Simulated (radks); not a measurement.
Task: Species: the promethium ion Pm+. Configuration: [Xe] 4f5 6s1 (the NIST ground configuration). Method: Dirac Kohn-Sham, LDA (Slater exchange, Perdew-Wang correlation), spin-unpolarised, spherical densities, finite nucleus; open shells are shared between the two j in proportion to 2j + 1; Fermi nuclear charge, rms radius 4.962 fm; computed with a radial shooting solver on a logarithmic mesh with Libxc functionals. Some entries of the table are withheld. Estimate them.

orbital,occ.,eigenvalue (Ry),r(max) (bohr),<r^2> (bohr^2)
1s1/2,2,-3302.764,0.01480,0.0007328
2s1/2,2,-537.2127,0.08403,0.01152
2p1/2,2,-509.0053,0.06371,0.008396
2p3/2,4,-467.8800,0.06926,0.009643
3s1/2,2,-117.4558,0.2391,0.07765
3p1/2,2,-105.3267,(1),0.07267
3p3/2,4,-97.06125,(2),0.07997
3d3/2,4,-75.88770,0.1897,0.06455
3d5/2,6,-74.09443,0.1931,0.06660
4s1/2,2,-23.67451,0.5524,0.3975
4p1/2,2,-19.05990,0.5588,0.4213
4p3/2,4,-17.24460,0.5844,0.4621
4d3/2,4,-9.63868,0.5979,0.5417
4d5/2,6,-9.31618,0.6063,0.5581
5s1/2,2,-3.53267,1.288,2.333
5p1/2,2,-2.29349,1.411,(3)
5p3/2,4,-2.04878,1.488,(4)
4f5/2,2.14286,(5),0.6338,1.495
6s1/2,1,-0.62927,3.456,17.19
4f7/2,2.85714,(6),0.6391,1.561

Result: 
(1) 3p1/2 r(max) (bohr): 0.2259
(2) 3p3/2 r(max) (bohr): 0.2378
(3) 5p1/2 <r^2> (bohr^2): 3.005
(4) 5p3/2 <r^2> (bohr^2): 3.369
(5) 4f5/2 eigenvalue (Ry): -0.63844
(6) 4f7/2 eigenvalue (Ry): -0.60363
